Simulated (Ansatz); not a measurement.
Born–Oppenheimer molecular dynamics of H3OSn (5 atoms, charge 1, multiplicity 1). It starts from a relaxed structure.

Theory: UKS r2SCAN/def2-SVP in Ansatz 0.2.0.

- ensemble: NVT, Nosé–Hoover chain
- time step: 1 fs
- steps asked: 300
- set temperature: 3000 K
- thermostat: time constant 3 fs, chain length 1
- seed: 735687

First frame:

```xyz
5
Properties=species:S:1:pos:R:3
O 0.099 -1.104 0.734
Sn -0.253 0.492 -0.284
H 1.009 -1.448 0.785
H -1.903 0.816 -0.171
H 1.048 1.245 -1.064
```

Problem. How far do the bonds stretch over the last three quarters of this one trajectory? (Pairs bonded in most of those frames.)

Solution. 
| bond | mean (Å) | spread (Å) | shortest | longest |
| --- | --- | --- | --- | --- |
| O1–Sn2 | 2.037 | 0.182 | 1.71 | 2.43 |
| O1–H3 | 0.994 | 0.047 | 0.90 | 1.10 |
| Sn2–H4 | 1.777 | 0.153 | 1.50 | 2.26 |
| Sn2–H5 | 1.811 | 0.226 | 1.44 | 2.48 |

Mean temperature of the second half: 3011 K. The conserved energy wandered by up to 18.7 meV per atom (net 1.0 meV per atom), which is poor conservation. A run of 0.3 ps of so small a system gives no equilibrium averages. Limits of this set-up: the dipole of an ion depends on the origin.

Time of the run: 17 min on 1 thread of Arm Neoverse V2, with other jobs on the host, peak memory 0.15 GiB.
